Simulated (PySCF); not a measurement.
Does the answer move with the share of exact exchange?

C2H7ClOSi2.
SMILES: `O[SiH2]/C=C/[SiH2]Cl`

Torsions of this conformer, `[OH:1][SiH2:2]/[CH:3]=[CH:4]/[SiH2:5][Cl:6]`: O1–Si2–C3–C4 5°, C3–C4–Si5–Cl6 -1°, H–O1–Si2–C3 80°.

PySCF, pcSseg-1 basis, density fitting, gas phase, PBE0-D3(BJ)/def2-SVP geometry. One functional is left out:

```json
{"functional": "B97-D", "exact exchange (%)": "0", "HOMO energy (eV)": "-7.03", "LUMO energy (eV)": "-1.97", "dipole moment (D)": "1.943"}
{"functional": "BLYP", "exact exchange (%)": "0", "HOMO energy (eV)": "-6.89", "LUMO energy (eV)": "-1.89", "dipole moment (D)": "1.908"}
{"functional": "BP86", "exact exchange (%)": "0", "HOMO energy (eV)": "-7.18", "LUMO energy (eV)": "-2.18", "dipole moment (D)": "1.952"}
{"functional": "LDA", "exact exchange (%)": "0", "HOMO energy (eV)": "-7.19", "LUMO energy (eV)": "-2.28", "dipole moment (D)": "1.989"}
{"functional": "OPBE", "exact exchange (%)": "0", "HOMO energy (eV)": "-7.06", "LUMO energy (eV)": "-2.02", "dipole moment (D)": "1.947"}
{"functional": "PBE", "exact exchange (%)": "0", "HOMO energy (eV)": "-7.07", "LUMO energy (eV)": "-2.08", "dipole moment (D)": "1.935"}
{"functional": "B3LYP", "exact exchange (%)": "20", "HOMO energy (eV)": "-7.98", "LUMO energy (eV)": "-1.31", "dipole moment (D)": "1.947"}
{"functional": "B97-2", "exact exchange (%)": "21", "HOMO energy (eV)": "-7.99", "LUMO energy (eV)": "-1.19", "dipole moment (D)": "1.967"}
{"functional": "PBE0", "exact exchange (%)": "25", "HOMO energy (eV)": "-8.23", "LUMO energy (eV)": "-1.16", "dipole moment (D)": "1.976"}
{"functional": "BHandHLYP", "exact exchange (%)": "50", "HOMO energy (eV)": "-9.18", "LUMO energy (eV)": "-0.03", "dipole moment (D)": "1.987"}
```

Predict the row of mPW1PW91 (25 % exact exchange) by straight lines through the other rows, and check it.

| property | line | computed | computed − line | PBE0 (25 %), for comparison |
| --- | --- | --- | --- | --- |
| HOMO energy (eV) | -8.16 | -8.26 | -0.10 | -8.23 |
| LUMO energy (eV) | -1.07 | -1.17 | -0.10 | -1.16 |
| dipole moment (D) | 1.966 | 1.975 | +0.009 | 1.976 |

Which of these properties follows the share of exact exchange most closely, and which least?

Most closely the HOMO energy, least the dipole moment; the correlations over the tabulated rows are HOMO energy -0.993, LUMO energy 0.987, dipole moment 0.573. The HOMO energy moves by -0.431 eV for every 10 %. Functionals with the same share still differ in their other parts: at 0 % BLYP and LDA differ by 0.30 eV in it.
